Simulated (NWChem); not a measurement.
Molecule: trichlorofluoromethane (CCl3F); SMILES ClC(Cl)(Cl)F

```xyz
5

F      0.0000     0.0000     1.5819
C      0.0000     0.0000     0.2556
Cl     0.8204    -1.4598    -0.3084
Cl     0.8541     1.4404    -0.3084
Cl    -1.6744     0.0194    -0.3084
```
Atoms are numbered in this order, from 1.

All runs use the structure optimised with PBE0/def2-SVP. No frequency run checked for a minimum.

Q: Give the principal values of the shielding tensors (ppm) of F1, C2, Cl3 from PBE0/6-31G* (spherical d), GIAO (NWChem), with their diamagnetic and paramagnetic parts as GIAO splits them.

A: 
| atom | σ11 | σ22 | σ33 | isotropic | diamagnetic | paramagnetic |
|---|---|---|---|---|---|---|
| F1 | 180.7 | 180.7 | 234.8 | 198.8 | 474.8 | -276.1 |
| C2 | 55.5 | 55.5 | 63.5 | 58.2 | 255.0 | -196.8 |
| Cl3 | 146.9 | 181.3 | 973.1 | 433.8 | 1145.5 | -711.8 |
